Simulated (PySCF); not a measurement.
# UHF on Sn (tin, neutral)

Configuration: [Kr] 4d10 5s2 5p1 6s1, high-spin 3P determinant (an excited configuration). Computed with PySCF 2.14 in aug-cc-pwCVTZ-PP with ECP28MDF (8s7p6d4f1g, 96 functions), with scalar relativity through the core potential.

| Item | Value |
| --- | --- |
| Total energy | -213.188363 hartree |
| One-electron energy | -373.2206 hartree |
| Hartree (Coulomb) energy | 177.0333 hartree |
| Exchange energy | -17.0011 hartree |
| ⟨S²⟩ | 2.0105 |
| ⟨L²⟩ | 2.047 |
| Sum of ⟨r⟩ | 32.53 bohr |
| Sum of ⟨r²⟩ | 93.98 bohr² |
| Traceless quadrupole moment −½Σ⟨3z² − r²⟩ along its main axis | -2.38 e·bohr² |

| shell | electrons | mean orbital energy (hartree) | spread (hartree) | rms radius, mean of both spins (bohr) |
| --- | --- | --- | --- | --- |
| 4s α | 1 | -5.99563 | 0 | 0.879 |
| 4s β | 1 | -5.99036 | 0 | 0.879 |
| 4p α | 3 | -4.18007 | 0.00148 | 0.954 |
| 4p β | 3 | -4.17562 | 0.01628 | 0.954 |
| 4d α | 5 | -1.44414 | 0.01027 | 1.17 |
| 4d β | 5 | -1.43971 | 0.01870 | 1.17 |
| 5s α | 1 | -0.65128 | 0 | 2.53 |
| 5s β | 1 | -0.57172 | 0 | 2.53 |
| 5p α | 1 | -0.36071 | 0 | 3.23 |
| 6s α | 1 | -0.10009 | 0 | 7.06 |

Energies and moments cover only the electrons outside the core potential. The outer electron is Rydberg-like, and this basis confines it to a smaller radius and binds it less than a complete one would.
